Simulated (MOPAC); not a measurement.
A run for MOPAC: PM3 on CH5AlO (SMILES C[O][AlH2]), a point of a bond scan (R = 5.028 Å).

```
PM3 1SCF PRECISE CHARGE=0 THREADS=1
CH5AlO

Al    -0.48447785 1     0.89780616 1     0.62601054 1
H     -0.38270383 1     1.92150114 1     5.54713627 1
H     -1.22107104 1     1.77313262 1    -0.46313067 1
O      0.33969018 1    -0.49209283 1     0.13373798 1
C      0.56151194 1    -1.13056905 1    -1.10068500 1
H      0.08822596 1    -0.60052820 1    -1.93547360 1
H      1.63509344 1    -1.19352194 1    -1.29911414 1
H      0.16204404 1    -2.14811651 1    -1.07007472 1
```

It printed:

```
*******************************************************************************
 **                                                                           **
 **                              MOPAC v23.2.5                                **
 **                                                                           **
 *******************************************************************************
 ** MOPAC's Digital Object Identifier: https://doi.org/10.5281/zenodo.6511958 **
 **                                                                           **
 ** Please cite the open-source release paper for use of this MOPAC version:  **
 ** J. E. Moussa and J. J. P. Stewart (2026)                                  **
 ** MOPAC: An open-source semiempirical molecular orbital program             **
 ** J. Open Source Softw., 11(119), 8025, https://doi.org/10.21105/joss.08025 **
 *******************************************************************************

                              PM3 CALCULATION RESULTS

 *******************************************************************************
 *  PM3        - The PM3 Hamiltonian to be used
 *
 *
 *
 *                 CHARGE ON SYSTEM = 0
 *
 *
 *
 *  PRECISE    - TIGHTER CRITERIA TO BE USED
 *  1SCF       - DO 1 SCF AND THEN STOP
 *  THREADS=1  - MULTI-THREADING NOT USED
 *  T=         - A TIME OF 172800.0 SECONDS REQUESTED
 *  DUMP=N     - RESTART FILE WRITTEN EVERY 7200.0 SECONDS REQUESTED
 *******************************************************************************
PM3 1SCF PRECISE CHARGE=0 THREADS=1
 CH5AlO

   ATOM   CHEMICAL          X               Y               Z
  NUMBER   SYMBOL      (ANGSTROMS)     (ANGSTROMS)     (ANGSTROMS)

     1      Al         -0.48447785  *   0.89780616  *   0.62601054  *
     2       H         -0.38270383  *   1.92150114  *   5.54713627  *
     3       H         -1.22107104  *   1.77313262  *  -0.46313067  *
     4       O          0.33969018  *  -0.49209283  *   0.13373798  *
     5       C          0.56151194  *  -1.13056905  *  -1.10068500  *
     6       H          0.08822596  *  -0.60052820  *  -1.93547360  *
     7       H          1.63509344  *  -1.19352194  *  -1.29911414  *
     8       H          0.16204404  *  -2.14811651  *  -1.07007472  *



          CARTESIAN COORDINATES

    NO.       ATOM           X           Y           Z

     1        Al         -0.4845      0.8978      0.6260
     2         H         -0.3827      1.9215      5.5471
     3         H         -1.2211      1.7731     -0.4631
     4         O          0.3397     -0.4921      0.1337
     5         C          0.5615     -1.1306     -1.1007
     6         H          0.0882     -0.6005     -1.9355
     7         H          1.6351     -1.1935     -1.2991
     8         H          0.1620     -2.1481     -1.0701

  H: (PM3): J. J. P. STEWART, J. COMP. CHEM. 10, 209 (1989).
  C: (PM3): J. J. P. STEWART, J. COMP. CHEM. 10, 209 (1989).
  O: (PM3): J. J. P. STEWART, J. COMP. CHEM. 10, 209 (1989).
 Al: (PM3): J. J. P. STEWART, J. COMP. CHEM. 10, 209 (1989).

           Empirical Formula: C H5 O Al  =     8 atoms



      MOLECULAR POINT GROUP   :   Cs


      RHF CALCULATION, NO. OF DOUBLY OCCUPIED LEVELS = 9



 ALL CONVERGERS ARE NOW FORCED ON
 SHIFT=10, PULAY ON, CAMP-KING ON
 AND ITERATION COUNTER RESET



 -------------------------------------------------------------------------------
 PM3 1SCF PRECISE CHARGE=0 THREADS=1
 CH5AlO



     1SCF WAS SPECIFIED, SO BFGS WAS NOT USED
     SCF FIELD WAS ACHIEVED


                              PM3 CALCULATION
                                                       MOPAC v23.2.5 Linux




          FINAL HEAT OF FORMATION =        133.25248 KCAL/MOL =     557.52836 KJ/MOL


          COSMO AREA              =        127.73 SQUARE ANGSTROMS
          COSMO VOLUME            =        101.94 CUBIC ANGSTROMS

          IONIZATION POTENTIAL    =          6.591290 EV
          HOMO LUMO ENERGIES (EV) =         -6.591 -3.387
          NO. OF FILLED LEVELS    =          9
          MOLECULAR WEIGHT        =         60.0314         POINT GROUP:  Cs

          MOLECULAR DIMENSIONS (Angstroms)

            Atom       Atom       Distance
            H     6    H     2     7.91024
            H     3    H     8     3.74461
            H     3    H     7     1.72003


          SCF CALCULATIONS        =          1





   ATOM   CHEMICAL          X               Y               Z
  NUMBER   SYMBOL      (ANGSTROMS)     (ANGSTROMS)     (ANGSTROMS)

     1      Al         -0.48447785  *   0.89780616  *   0.62601054  *
     2       H         -0.38270383  *   1.92150114  *   5.54713627  *
     3       H         -1.22107104  *   1.77313262  *  -0.46313067  *
     4       O          0.33969018  *  -0.49209283  *   0.13373798  *
     5       C          0.56151194  *  -1.13056905  *  -1.10068500  *
     6       H          0.08822596  *  -0.60052820  *  -1.93547360  *
     7       H          1.63509344  *  -1.19352194  *  -1.29911414  *
     8       H          0.16204404  *  -2.14811651  *  -1.07007472  *

                             CARTESIAN COORDINATES

   1   Al       -0.484477850     0.897806160     0.626010540
   2    H       -0.382703830     1.921501140     5.547136270
   3    H       -1.221071040     1.773132620    -0.463130670
   4    O        0.339690180    -0.492092830     0.133737980
   5    C        0.561511940    -1.130569050    -1.100685000
   6    H        0.088225960    -0.600528200    -1.935473600
   7    H        1.635093440    -1.193521940    -1.299114140
   8    H        0.162044040    -2.148116510    -1.070074720


           Empirical Formula: C H5 O Al  =     8 atoms



      MOLECULAR POINT GROUP   :   Cs


                  EIGENVALUES
 -37.45379 -26.77042 -16.94676 -16.01994 -15.66532 -12.15149 -11.37297 -10.99761
  -6.59129  -3.38749  -2.27103   0.25864   2.59736   3.66163   4.19054   4.19432
   4.96169


              NET ATOMIC CHARGES AND DIPOLE CONTRIBUTIONS

  ATOM NO.   TYPE          CHARGE      No. of ELECS.   s-Pop       p-Pop
    1         Al           0.544767        2.4552     0.45338     2.00185
    2          H          -0.101185        1.1012     1.10118
    3          H          -0.191749        1.1917     1.19175
    4          O          -0.449886        6.4499     1.78371     4.66618
    5          C           0.141481        3.8585     1.11860     2.73991
    6          H           0.009126        0.9909     0.99087
    7          H           0.023722        0.9763     0.97628
    8          H           0.023722        0.9763     0.97628
 DIPOLE           X         Y         Z       TOTAL
 POINT-CHG.    -0.101    -0.330    -2.023     2.052
 HYBRID         0.296    -0.562    -0.438     0.772
 SUM            0.195    -0.892    -2.461     2.625


          ATOMIC ORBITAL ELECTRON POPULATIONS

     Atom    s        px        py        pz
    1 Al   0.45338   0.43648   0.55513   1.01024
    2  H   1.10118
    3  H   1.19175
    4  O   1.78371   1.68630   1.60309   1.37679
    5  C   1.11860   0.97597   0.93849   0.82546
    6  H   0.99087
    7  H   0.97628
    8  H   0.97628

 **********************
 *                    *
 * JOB ENDED NORMALLY *
 *                    *
 **********************




 == MOPAC DONE ==
```

The run finished.

Cost: around 0.19 core-seconds (rough).
